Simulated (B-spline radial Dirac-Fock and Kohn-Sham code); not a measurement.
## Photoelectron lines of S⁴⁺ at 6160 eV

System: S⁴⁺, 1s2 2s2 2p6 3s2.

Input of the calculation (task.json; shells as n, l, electrons):

```json
{"items": [{
  "Z": 16,
  "q": 4,
  "cfg": [[1, 0, 2], [2, 0, 2], [2, 1, 6], [3, 0, 2]],
  "A": 32,
  "rrms": 3.2611,
  "do": ["binding", "quiet", "photo"],
  "hv": [33.5, 37.3, 47.6, 49.7, 51.5, 83.8, 102.0, 108.0, 123.0, 265.0, 1240.0, 1460.0, 1980.0, 2520.0, 4840.0, 6160.0, 8870.0, 12300.0, 14800.0, 15700.0, 16000.0, 28700.0, 33700.0, 133000.0]
}]}
```

Launch: `python xray_run.py task.json out`

These are calculated numbers from a radial finite-basis atomic code; the model is independent-particle photoionisation in a Dirac-Hartree-Slater potential with a Latter tail, all multipoles, thresholds from Dirac-Fock ΔSCF. The asymmetry parameter β is from the dipole term alone. Kinetic energies are from the vacuum level.

| subshell | electrons | binding (eV) | kinetic (eV) | σ (kb) | β |
| --- | --- | --- | --- | --- | --- |
| 1s | 2 | 2548.7 | 3611.3 | ? | ? |
| 2s | 2 | 302.1 | 5857.9 | 0.627 | 2.00 |
| 2p1/2 | 2 | 237.2 | 5922.8 | 0.0640 | 0.52 |
| 2p3/2 | 4 | 236.0 | 5924.0 | 0.123 | 0.51 |
| 3s | 2 | 70.80 | 6089.2 | 0.0825 | 2.00 |

**Question.** What are σ and β for 1s?

**Answer.** σ = 9.70 kb, the largest of all subshells and 92 % of the total, and β = 2.00.

Run: 2.4 s of CPU time on 1 thread of Neoverse-N1 (shared host), peak memory 0.29 GiB.
